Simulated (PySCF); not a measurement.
A structure optimised at PBE0-D3(BJ)/def2-SVPD, used in a PySCF frequency run:

```
C
F 1 1.3383
F 1 1.3383 2 107.34
F 1 1.3383 2 107.34 3 115.13
S 1 1.8720 2 111.52 3 -122.44
O 5 1.4759 1 102.40 2 -60.00
O 5 1.4759 6 115.52 1 -110.41
O 5 1.4759 6 115.52 7 -139.19
```
Charge -1, spin multiplicity 1.

Task: Write its SMILES, formula and point group.

Result: O=S(=O)([O-])C(F)(F)F, CF3O3S, C3v

Task: What are its rotational constants (standard atomic weights)?

Result: 2.6873, 1.5598, 1.5598 GHz
